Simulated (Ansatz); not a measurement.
Ansatz results at the PBE0-D4/def2-TZVP geometry: LUMO energy (PBE/def2-TZVPP) -0.34 eV; HOMO energy (ωB97M-V/def2-TZVPP) -9.97 eV; HOMO energy (PBE/def2-TZVPP) -6.38 eV.

Each molecule was computed in one conformer, which needn't be the lowest.

Task: Which molecule gave them?
A. `C[Se][GeH2][BH][InH2]`
B. `C[N]([GeH3])BF`
C. `FC1([SiH3])N[SiH2]1`
D. `O=C1OCS1`

Result: B. The others give `C[Se][GeH2][BH][InH2]`: -3.60, -8.79, -5.69; `FC1([SiH3])N[SiH2]1`: -1.44, -9.62, -6.21; `O=C1OCS1`: -2.06, -10.23, -6.76.
